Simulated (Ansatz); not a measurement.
## Molecular dynamics of CH5BCl2O

input.yaml

```yaml
crystal:
  periodic: [false, false, false]
  atoms:
    - { symbol: B, position_ang: [-0.013246, -0.263765, -0.095207] }
    - { symbol: Cl, position_ang: [-0.31065, -0.119721, 2.16143] }
    - { symbol: H, position_ang: [0.990104, 0.37874, -0.210481] }
    - { symbol: Cl, position_ang: [-1.468527, 0.209619, -0.97451] }
    - { symbol: O, position_ang: [0.17579, -1.694261, 0.163186] }
    - { symbol: C, position_ang: [-0.794758, -2.668095, -0.214599] }
    - { symbol: H, position_ang: [-0.392477, -3.650687, 0.061414] }
    - { symbol: H, position_ang: [-1.750346, -2.490456, 0.301686] }
    - { symbol: H, position_ang: [-0.956807, -2.622351, -1.298969] }
    - { symbol: H, position_ang: [0.079323, -1.35152, 1.361651] }
basis:
  gaussian: { orbitals: def2-SVP }
hamiltonian:
  xc: pbe0
  dispersion: d4
md:
  timestep: 0.5
  n_steps: 200
  ensemble: nve
  temperature: 300.0
  initial_velocities: maxwell_boltzmann
  seed: 11934
```

Launched with:

```bash
$ ansatz run input.yaml --threads 2 --pin off --max-ram 3072MiB --backend cpu --events-out ev --progress --plain --runs-dir out
```

It starts at the highest image of a converged band, a first-order saddle point between two minima.

Output, in part (step lines, the closing report, with atoms numbered from 0):

```
md step     0: t =     0.00 fs  T =   300.0 K  F+E_penalty+E_count = -28865.42607356 eV  E_kin = 0.310224 eV  conserved = -28865.11584957 eV  (26 SCF iters)
[... lines left out ...]
Total energy: -28865.92559481 eV, -1060.8031995821 hartree
Atom 0 at     0.095915    -0.600420    -1.430573 Å, force    -0.616064    -0.059603    -0.121336 eV/Å
Atom 1 at    -0.355592    -0.120102     3.237325 Å, force     0.918368     0.211652     0.503702 eV/Å
Atom 2 at     1.028568    -0.241876    -2.099160 Å, force    -0.171933     0.468752    -0.026452 eV/Å
Atom 3 at    -1.514111     0.193248    -1.326793 Å, force     0.575335     0.209267    -0.239330 eV/Å
Atom 4 at     0.249620    -1.751915    -0.800626 Å, force    -0.347581    -0.902787     0.837839 eV/Å
Atom 5 at    -0.786710    -2.400964    -0.030557 Å, force     0.926200     0.435457    -0.744598 eV/Å
Atom 6 at    -0.411199    -3.403319     0.212877 Å, force    -0.079520     0.063023     0.125339 eV/Å
Atom 7 at    -1.003766    -1.809096     0.862525 Å, force     0.026958    -0.052601     0.261557 eV/Å
Atom 8 at    -1.688623    -2.459843    -0.641639 Å, force    -0.295647    -0.159673    -0.053654 eV/Å
Atom 9 at     0.790113     0.109405     3.857619 Å, force    -0.936117    -0.213486    -0.543068 eV/Å
Dipole moment:     0.164389    -0.206811     0.409873 e Å
```

The steps, from the saved trajectory:

```
time (fs)  T (K)  potential energy less start (eV)  conserved less start (meV/atom)
        0    300                             0.000                             0.00
        3    244                             0.058                             0.03
        6    176                             0.129                             0.05
        9    204                             0.099                             0.04
       12    310                            -0.010                             0.03
       15    418                            -0.122                            -0.01
       18    454                            -0.159                             0.05
       21    559                            -0.269                            -0.02
       24    574                            -0.283                             0.04
       27    656                            -0.368                            -0.02
       30    681                            -0.393                             0.04
       33    738                            -0.453                             0.00
       36    737                            -0.452                             0.03
       39    761                            -0.476                             0.01
       42    811                            -0.529                            -0.01
       45    833                            -0.550                             0.02
       48    820                            -0.538                            -0.01
       51    736                            -0.450                             0.06
       54    769                            -0.486                            -0.01
       57    796                            -0.512                             0.04
       60    873                            -0.593                            -0.04
       63    825                            -0.543                             0.05
       66    832                            -0.550                             0.00
       69    812                            -0.530                             0.04
       72    843                            -0.562                            -0.01
       75    829                            -0.547                             0.01
       78    806                            -0.523                             0.03
       81    816                            -0.533                             0.01
       84    821                            -0.538                             0.03
       87    853                            -0.572                            -0.03
       90    782                            -0.498                             0.04
       93    768                            -0.484                            -0.02
       96    718                            -0.431                             0.07
       99    786                            -0.503                            -0.02
```

The run went to its last step. The conserved energy stayed within 0.073 meV per atom of its start (net change 0.012 meV per atom), so the integration is sound. The kinetic energy rose, since the run started high on the potential surface and went downhill. It ends in pieces (CH4BClO + ClH), so much of that is their flight and rotation, not heat. A run of 0.1 ps of so small a system gives no equilibrium averages. The orbitals stay closed-shell, which can raise the energy where a bond breaks towards radicals; this wasn't checked here.

Between its relaxed ends the band would form Cl2–H10 and break B1–Cl2, O5–H10. These pairs go: Cl2–H10 1.52 → 1.32 Å, B1–Cl2 2.28 → 4.71 Å, O5–H10 1.25 → 5.05 Å. In the last frame they stand as after the step (other bonds may differ from the relaxed reactants and products). It ends as CH4BClO + ClH. Pairs count as bonded within 1.25 times the sum of covalent radii (0.12 Å more for H–H).

Last frame:

```xyz
10
Properties=species:S:1:pos:R:3
B 0.096 -0.600 -1.431
Cl -0.356 -0.120 3.237
H 1.029 -0.242 -2.099
Cl -1.514 0.193 -1.327
O 0.250 -1.752 -0.801
C -0.787 -2.401 -0.031
H -0.411 -3.403 0.213
H -1.004 -1.809 0.863
H -1.689 -2.460 -0.642
H 0.790 0.109 3.858
```

Run time: 4.4 min on 2 threads of Intel(R) Xeon(R) 6975P-C (Granite Rapids) (shared host), peak memory 0.24 GiB.
